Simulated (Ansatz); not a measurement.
```yaml
crystal:
  periodic: [false, false, false]
  atoms:
    - {symbol: B, position_ang: [-0.905777, 2.673495, -1.340449]}
    - {symbol: B, position_ang: [0.006034, -0.023859, -0.224680]}
    - {symbol: C, position_ang: [0.591554, -1.867043, 1.947535]}
    - {symbol: I, position_ang: [0.615388, -1.156688, -4.214725]}
    - {symbol: H, position_ang: [-3.071635, 3.019810, -1.899568]}
    - {symbol: H, position_ang: [0.584836, 4.334926, -1.715614]}
    - {symbol: H, position_ang: [0.047551, -1.120814, 3.792081]}
    - {symbol: H, position_ang: [-0.328166, -3.694633, 1.651321]}
    - {symbol: H, position_ang: [2.627459, -2.252686, 1.971973]}
basis:
  gaussian: {orbitals: x2c-TZVPPall, final_grid: {core_spheres: 5, valence_spheres: 4, degree: 11}, nuclear_model: gaussian}
hamiltonian: {xc: {name: B97}, pseudopotentials: {relativity: none}}
```

```sh
$ ansatz run in.yaml --threads 2 --pin off --events-out ev --progress --plain --max-ram 4352MiB
```

Output, abridged:

```
Functional definition: B97
1380 factors; their error is unknown
mean field evaluation 1: about -186562.0045 eV, gradient 3.3e1 eV
mean field evaluation 2: about -186131.2053 eV, gradient 2.2e2 eV
mean field evaluation 4: about -186457.9110 eV, gradient 1.2e2 eV
mean field evaluation 8: about -186570.2254 eV, gradient 1.3e-1 eV
mean field evaluation 16: about -186570.4147 eV, gradient 1.0e-5 eV
mean field -186570.41465798 eV, -6856.3362767118 hartree, gradient 5.5e-6 eV, S^2 0.000000; 7 other end points of the search recorded, 0 dependent functions left out
reference -186570.41469329 eV, -6856.3362780091 hartree; 37, 37 occupied and 186, 186 virtual orbitals, 1380 factors
WARN: the results are in doubt because the basis set is contracted for relativity, which is off
Total energy: -186570.41469329 eV, -6856.3362780091 hartree
In doubt: the basis set is contracted for relativity, which is off
```

In this input the coordinates are in bohr but typed as ångström. The calculation finished and met its thresholds. The result belongs to that input, not to the molecule as meant.
